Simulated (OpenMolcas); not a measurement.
## Pt6+ in a point-charge field

Pt6+ among 6 point charges of -0.5 e arranged as an octahedron (Oh), 2.26 Å from the ion.
```
   2.2600    0.0000    0.0000  -0.50
   0.0000    2.2600    0.0000  -0.50
  -2.2600    0.0000    0.0000  -0.50
   0.0000   -2.2600    0.0000  -0.50
   0.0000    0.0000    2.2600  -0.50
   0.0000    0.0000   -2.2600  -0.50
```

* Program: OpenMolcas
* Method: CASSCF
* Basis: ANO-RCC-VDZP [7s6p4d2f]
* Scalar Hamiltonian: DKH2, point nucleus
* Active space: 4 electrons in 5 orbitals (5d)
* State averaging: 2S+1 = 5 even, 5 roots; 2S+1 = 3 even, 45 roots; 2S+1 = 1 even, 50 roots
* Spin-orbit coupling: RASSI with atomic mean-field integrals over the reference wave functions

The lowest spin-free states (labels of O, the rotations of Oh), above the lowest:

| State | Degeneracy | E (cm-1) | Free-ion L (%) |
| --- | --- | --- | --- |
| 5E | 2 | 0.0 | D (100) |
| 5T2 | 3 | 848.7 | D (100) |
| 3T1 | 3 | 20782 | H (96) |
| 3E | 2 | 21014 | H (100) |
| 3T2 | 3 | 21542 | H (98) |
| 3T1 | 3 | 21722 | H (96) |
| 3T1 | 3 | 23816 | P (71) |
| 3A2 | 1 | 24124 | F (100) |
| 3T2 | 3 | 24443 | F (96) |
| 3T1 | 3 | 25066 | F (76) |
| 3A1 | 1 | 25861 | G (100) |
| 3T1 | 3 | 26248 | G (95) |
| 3E | 2 | 26314 | G (100) |
| 3T2 | 3 | 26923 | G (98) |
| 1E | 2 | 31100 | I (98) |
| 1T2 | 3 | 31175 | I (97) |
| 1A2 | 1 | 31430 | I (100) |
| 1T2 | 3 | 32040 | I (94) |
| 1T1 | 3 | 32078 | I (91) |
| 1A1 | 1 | 32094 | I (87) |

The lowest levels with spin-orbit coupling:

| E (cm-1) | Degeneracy | Label | 2S+1 |
| --- | --- | --- | --- |
| 0.0 | 1 | A1 | 5 (60 %) |
| 7500 | 3 | T1 | 5 (83 %) |
| 13447 | 2 | E | 5 (90 %) |
| 13708 | 3 | T2 | 5 (90 %) |
| 17688 | 1 | A2 | 5 (84 %) |
| 18013 | 3 | T2 | 5 (83 %) |
| 18261 | 3 | T1 | 5 (82 %) |
| 20407 | 1 | A1 | 5 (58 %) |
| 20441 | 3 | T1 | 5 (58 %) |
| 20444 | 2 | E | 5 (57 %) |
| 20491 | 3 | T2 | 5 (56 %) |
| 28962 | 1 | A1 | 3 (47 %) |
| 30545 | 3 | T2 | 3 (65 %) |
| 30738 | 2 | E | 3 (67 %) |
| 30833 | 3 | T1 | 3 (67 %) |
| 31128 | 1 | A1 | 3 (66 %) |
| 35868 | 3 | T1 | 3 (85 %) |
| 36332 | 3 | T2 | 3 (86 %) |
| 36875 | 1 | A2 | 3 (86 %) |
| 37496 | 2 | E | 3 (78 %) |

Powder χT (cm3 K/mol): 0 at 2 K, 0.00101 at 10 K, 0.00505 at 50 K, 0.0101 at 100 K, 0.0202 at 200 K, 0.0303 at 300 K. The effective moment at 300 K is 2.828 √(χT) = 0.49 μB.

A least-squares ligand-field fit to the states below 45000 cm-1, each weighted by its degeneracy and with a free common offset, gives 10Dq = 876 cm-1, B = 1004 cm-1 and C = 4204 cm-1 (C/B = 4.19), with an rms deviation of 14 cm-1.

Spin-orbit coupling mixes the spin-free states strongly: the lowest level takes only 35 % from its leading state, 5T2, which lies 849 cm-1 above the lowest spin-free state. Without dynamic correlation the repulsion within the d shell is too large (B by tens of per cent), so at a given field states of lower spin stand too high. Point charges give a weaker field than real ligands, and real ions of this kind are as a rule low spin; the high spin found here belongs to the model. This field is weak: 10Dq is about 876 cm-1, while octahedral complexes of 5d ions of charge 3 and more, computed by the same method with explicit ligands, had a median near 35000 cm-1. Ground spin and moment need not be those of a real site. The ground term spreads over less than 5000 cm-1, several times less than with real ligands, so orbital moments are less quenched and χT lies further from the spin-only value than at real sites. This is an electrostatic model: the charges have no orbitals. No measured value stands beside these numbers.
